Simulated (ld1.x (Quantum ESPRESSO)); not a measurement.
I TM semilocal: all-electron and pseudo phase curves

```json
{
  "Element": "I (Z = 53)",
  "Generator": "ld1.x (Quantum ESPRESSO) 7.5",
  "Type": "norm-conserving Troullier–Martins (semilocal form)",
  "Functional": "PBE",
  "Relativity": "scalar-relativistic",
  "Frozen core": "[Kr] 4d10",
  "Valence charge": "7",
  "Reference configuration": "5s2 5p5",
  "Partial waves": "5p (bound): rc 1.80 bohr; 5s (bound): rc 1.40 bohr",
  "Local potential": "the s channel",
  "Core correction": "none"
}
```

The phase is arctan(r·u′/u) with u = r·R(r), unwrapped; energies in Ry, scanned from -3 to 5 Ry. A pole is an energy at which the radial function vanishes at the test radius. The pseudo phase is shifted by a multiple of π to meet the all-electron one at the reference energy, and phase errors are pseudo minus all-electron; the curves can meet again beyond the range given. Levels narrower than the energy grid can be missing from the lists of poles.

Question: For each channel, where are the poles, and over which energies does the pseudopotential scatter like the atom?

Answer:

```
channel  radius (bohr)  reference energy (Ry)  poles, all-electron  poles, pseudo  unbroken range about the reference energy with phases within 0.05 rad  phase error 1 Ry above the reference energy (rad)
      s           1.96                  -1.28                 2.27           1.51                                                              below 1.4                                             -0.010
      p           1.96                  -0.52                 4.30           3.64                                                              below 4.4                                             -0.012
```

Phases in the s channel:

```csv
E (Ry),all-electron,pseudo
-3.00,0.971,0.961
-2.52,0.777,0.765
-2.04,0.406,0.396
-1.56,-0.221,-0.223
-1.08,-0.796,-0.796
-0.60,-1.113,-1.119
-0.12,-1.283,-1.295
0.36,-1.385,-1.405
0.84,-1.453,-1.482
1.32,-1.502,-1.546
1.80,-1.540,-1.609
2.28,-1.571,-1.690
2.76,-1.598,-1.851
3.24,-1.623,-2.764
3.72,-1.646,-4.328
4.20,-1.668,-4.549
4.68,-1.691,-4.628
```
